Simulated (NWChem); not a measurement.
System: C5H5N; SMILES C(/C=C/C=C)#N

Here is an NWChem input.

```
start job
memory heap 200 mb stack 900 mb global 1100 mb
geometry units angstroms noautoz
  C      0.415487    -2.841877     0.000000
  C     -0.353954    -1.741674     0.000000
  C      0.181731    -0.393910     0.000000
  C     -0.586936     0.718058     0.000000
  C     -0.043338     2.034576     0.000000
  N      0.384723     3.117887     0.000000
  H      1.501042    -2.777085     0.000000
  H     -0.014216    -3.838699     0.000000
  H     -1.439004    -1.839535     0.000000
  H      1.265273    -0.288838     0.000000
  H     -1.672442     0.645034     0.000000
end
basis spherical
  * library def2-svp
end
dft
  xc xcamb88 1.00 lyp 1.0 hfexch 1.00
  cam 0.33 cam_alpha 0.0 cam_beta 1.0
  iterations 150
  mulliken
end
task dft energy
```

All runs use the structure optimised with B3LYP/6-31G* (spherical d).

Q: Predict the main results of this run. (LC-BLYP (range parameter 0.33 per bohr)/def2-SVP.) Quantities: energy (Ha); highest occupied level (eV); orbital gap (eV); dipole (D).

A: 
```json
{
  "energy (Ha)": "-247.37",
  "highest occupied level (eV)": "-9.43",
  "orbital gap (eV)": "9.34",
  "dipole (D)": "4.40"
}
```
